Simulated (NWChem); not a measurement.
A series in which one site is exchanged, each optimised at PBE0/def2-SVP with NWChem, gas phase unless a solvent is named. For some, no frequency run checked for a minimum. def2 effective core potentials on Zr; no spin-orbit coupling.

A: [F][Ge]([F])([Cl])[F] (GeClF3; site = Ge)
B: FC(F)(F)Cl (CClF$_{3}$; site = C)
C: [F][Ti]([Cl])([F])[F] (TiClF3; site = Ti)
D: [F][Zr]([F])([F])[Cl] (ZrClF3; site = Zr)

Question: Rank them by vertical ionisation energy, ΔSCF, CAM-B3LYP/def2-SVP (eV), lowest first.

Answer: D (12.60), C (12.69), B (12.99), A (13.42)
